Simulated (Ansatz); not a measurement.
Geometry optimisation, RKS PBE-D4/def2-SVP (Ansatz 0.2.0).

The input (input.yaml):

```yaml
crystal:
  periodic: [false, false, false]
  atoms:
    - { symbol: Zr, position_ang: [-0.142009, -0.244336, 0.217512] }
    - { symbol: Cl, position_ang: [-0.030706, -0.075208, 2.700735] }
    - { symbol: O, position_ang: [1.60635, -0.412973, -0.564619] }
    - { symbol: H, position_ang: [2.392559, -0.621597, -1.086267] }
    - { symbol: O, position_ang: [-1.108555, 1.228349, -0.551317] }
    - { symbol: H, position_ang: [-1.585199, 1.880302, -1.083118] }
    - { symbol: O, position_ang: [-1.113005, -1.848855, -0.170548] }
    - { symbol: H, position_ang: [-1.617771, -2.615805, -0.470362] }
    - { symbol: H, position_ang: [1.398402, 2.272332, 0.99285] }
    - { symbol: H, position_ang: [1.171433, 1.901191, 1.570933] }
basis:
  gaussian: { orbitals: def2-SVP }
hamiltonian:
  xc: pbe
  dispersion: d4
relax:
  f_tol: 0.03
  max_steps: 50
output:
  orbitals: {}
```

Command:

```bash
$ ansatz run input.yaml --threads 4 --pin off --max-ram 5120MiB --backend cpu --events-out ev --progress --plain --runs-dir out
```

Q: Where does it end, and by what steps?

A: It converged. The force dipped under the threshold on the way, but the program's further checks kept it going. After 12 steps the energy has fallen by 0.122 eV; H9 moved furthest, 0.76 Å.

```json
{"step": "0", "energy less start (eV)": "0.0000", "largest force component (eV/Å)": "1.507", "accepted": "yes"}
{"step": "1", "energy less start (eV)": "-0.0910", "largest force component (eV/Å)": "0.496", "accepted": "yes"}
{"step": "2", "energy less start (eV)": "-0.1101", "largest force component (eV/Å)": "0.068", "accepted": "yes"}
{"step": "3", "energy less start (eV)": "-0.1154", "largest force component (eV/Å)": "0.077", "accepted": "yes"}
{"step": "4", "energy less start (eV)": "-0.1167", "largest force component (eV/Å)": "0.041", "accepted": "yes"}
{"step": "5", "energy less start (eV)": "-0.1183", "largest force component (eV/Å)": "0.101", "accepted": "yes"}
{"step": "6", "energy less start (eV)": "-0.1190", "largest force component (eV/Å)": "0.147", "accepted": "yes"}
{"step": "7", "energy less start (eV)": "-0.1203", "largest force component (eV/Å)": "0.100", "accepted": "yes"}
{"step": "8", "energy less start (eV)": "-0.1215", "largest force component (eV/Å)": "0.005", "accepted": "yes"}
{"step": "9", "energy less start (eV)": "-0.1217", "largest force component (eV/Å)": "0.018", "accepted": "yes"}
{"step": "10", "energy less start (eV)": "-0.1216", "largest force component (eV/Å)": "0.055", "accepted": "no"}
{"step": "11", "energy less start (eV)": "-0.1218", "largest force component (eV/Å)": "0.016", "accepted": "yes"}
{"step": "12", "energy less start (eV)": "-0.1219", "largest force component (eV/Å)": "0.029", "accepted": "yes"}
```

```xyz
10
Properties=species:S:1:pos:R:3
Zr -0.247 -0.417 0.128
Cl -0.064 -0.126 2.504
O 1.513 -0.566 -0.628
H 2.352 -0.637 -1.101
O -1.178 1.087 -0.623
H -1.602 1.815 -1.095
O -1.239 -2.030 -0.202
H -1.732 -2.807 -0.496
H 1.753 2.850 1.327
H 1.415 2.295 1.742
```

Whether the end is a true minimum wasn't checked by a vibrational analysis.

Run time: 21 s on 4 threads of Arm Neoverse V1, on a shared host, peak memory 0.17 GiB.
